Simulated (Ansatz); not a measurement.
Reaction: CH3GeO (SMILES O=[CH][GeH2], doublet) → CH3GeO (SMILES [GeH3][C]=O, doublet)
Each species at its own B3LYP-D3(BJ)/def2-TZVP minimum (Ansatz, an electronic-structure program).

Total energies in hartree (Ansatz). Open shells are spin-unrestricted; no spin-orbit coupling. Correlated methods leave the cores frozen (noble-gas shells, and filled d and f shells in the p block). No relativity. The UHF reference of CH3GeO (O=[CH][GeH2], doublet) is spin-contaminated (<S^2> up to 0.07 over the pure value in the sets run).

```tsv
species	HF/cc-pVTZ	CCSD(T)/cc-pVTZ	HF/cc-pVQZ	CCSD(T)/cc-pVQZ	CCSD(T)/cc-pVDZ	CCSDT(Q)/cc-pVDZ
1: CH3GeO (SMILES O=[CH][GeH2], doublet)	-2189.86325	-2190.39548	-2189.87567	-2190.44004	-2190.18949	-2190.19220
2: CH3GeO (SMILES O=[C][GeH3], doublet)	-2189.86893	-2190.39889	-2189.88179	-2190.44364	-2190.19526	-2190.19772
```

Work out the isomerisation energy (electronic) in kJ/mol: take Hartree-Fock from cc-pVQZ, extrapolate the CCSD(T) correlation energy as X^-3 (X = 3, 4), and add CCSDT(Q) - CCSD(T) in cc-pVDZ. 1 hartree = 2625.5 kJ/mol.


Species 1: correlation (64·(-0.56437) - 27·(-0.53223))/37 = -0.58782; step -0.00271; E1 = -2189.87567 + (-0.58782) + (-0.00271) = -2190.46620
Species 2: correlation (64·(-0.56185) - 27·(-0.52996))/37 = -0.58512; step -0.00246; E2 = -2189.88179 + (-0.58512) + (-0.00246) = -2190.46937
-1·E1 +1·E2 = -0.00317 hartree = -8.3 kJ/mol.
